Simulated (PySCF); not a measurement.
Al(AsH2)2(F) (AlAs2FH4), SMILES [AsH2][Al]([AsH2])[F].

Geometry optimised at ωB97X-D3(BJ)/def2-SVP. The structure was generated by enumeration; whether it is a known compound was not checked.

All values below come from PBE/def2-TZVP run with PySCF.

Computed frontier levels, gap, dipole moment and polarisability:
- highest occupied level = -6.06 eV
- lowest empty level = -1.96 eV
- orbital gap = 4.10 eV
- dipole moment = 1.32 D
- quadrupole, principal values (traceless, Buckingham form, about the centre of nuclear charge) = -4.64, -2.67, 7.31 D·Å
- mean static polarisability = 94.7 bohr³ (14.04 Å³)
- polarisability, principal values = 73.7, 81.5, 129.0 bohr³
